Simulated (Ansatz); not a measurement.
Gas-phase electronic energies from Ansatz, PBE0-D4/def2-TZVP geometries. CBS: MP2 limit from def2 TZ/QZ plus the TZ coupled-cluster correction, frozen cores. This one scheme is used for every species. For Ge outer-core shells are correlated without core-valence functions, which leaves a few kJ/mol of doubt a bond. Scalar relativity is left out up to krypton. One conformer a species, not always the lowest.

Consider the ligand exchange at the Al–O bond: `[CH3][Al]([F])[O][GeH3]` + H₂S → `[CH3][Al]([F])[SH]` + `[OH][GeH3]`.

```tsv
species	MP2/def2-TZVPP energy (Eh)
`[CH3][Al]([F])[O][GeH3]`	-2534.22594
H₂S	-398.89878
`[CH3][Al]([F])[SH]`	-779.98941
`[OH][GeH3]`	-2153.11824
```

(1) Work out ΔE.

Largest T1 diagnostic among the species: 0.012.

Answers

(1) ΔE = (-779.98941) + (-2153.11824) − (-2534.22594) − (-398.89878) = 0.01707 Eh = +0.46 eV. CCSD(T)/CBS gives +0.44 eV.

In def2-TZVPP, CCSD(T) changes the Hartree–Fock value by −0.07 eV (the triples alone add −0.02 eV) and MP2 by −0.08 eV.
